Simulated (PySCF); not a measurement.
Gas-phase reaction: 4 SnO2 + N2 ⇌ 4 SnO + 2 NO2, at 1800 K and a standard pressure of 1 bar. Level: M06-2X/def2-TZVP†.

Energies from PySCF, thermal terms from the rigid-rotor harmonic-oscillator model, ideal gas at 1 bar. † marks an energy on the PBE0/def2-TZVP geometry and frequencies. Open shells (unrestricted): NO2 (multiplicity 2); the rest are closed-shell singlets. Sn: scalar-relativistic def2 core potential, no spin-orbit coupling. SnO2: computed as isolated molecules; such fragments, hydroxides, amides, oligomers or adducts are transient or little studied in the gas. The harmonic model lacks anharmonicity and excited electronic states, which grow with temperature; levels with a mode under 35 cm⁻¹ are left out.

| species | E (Ha) | H(1800 K) − E (kJ/mol) | S°(1800 K) (J/mol/K) |
|---|---|---|---|
| SnO2 | -364.60675 | 113.5 | 359.3 |
| N2 | -109.53586 | 72.0 | 247.6 |
| SnO | -289.44713 | 68.0 | 294.9 |
| NO2 | -205.07744 | 109.3 | 324.3 |
E: electronic energy; H − E holds the zero-point and thermal terms. 1 Ha = 2625.5 kJ/mol.

**Question.** Work out ΔH°, ΔS°, ΔG° and log10 K from these numbers.

**Answer.** 1. ΔE = 4×(-289.44713) + 2×(-205.07744) − 4×(-364.60675) − 1×(-109.53586) = 0.01946 Ha = 51.1 kJ.
2. Δ(H − E) = 4×(68.0) + 2×(109.3) − 4×(113.5) − 1×(72.0) = -35.4 kJ, so ΔH° = 15.7 kJ.
3. ΔS° = 4×(294.9) + 2×(324.3) − 4×(359.3) − 1×(247.6) = 143.4 J/K; the number of gas molecules changes by +1.
4. ΔG° = ΔH° − TΔS° = 15.7 − 1800×(143.4)/1000 = -242.4 kJ.
5. log10 K = −ΔG°/(RT ln 10) = 7.03, with RT ln 10 = 34.46 kJ/mol; at standard pressures the products are favoured.
6. A shift of 10 kJ in ΔE would move log10 K by 0.29 here.
For scale, ΔH°(298 K) is 54 kJ at this level, -36 kJ at ωB97M-V/def2-TZVP†, and runs from -309 to 55 kJ over the 18 levels computed.
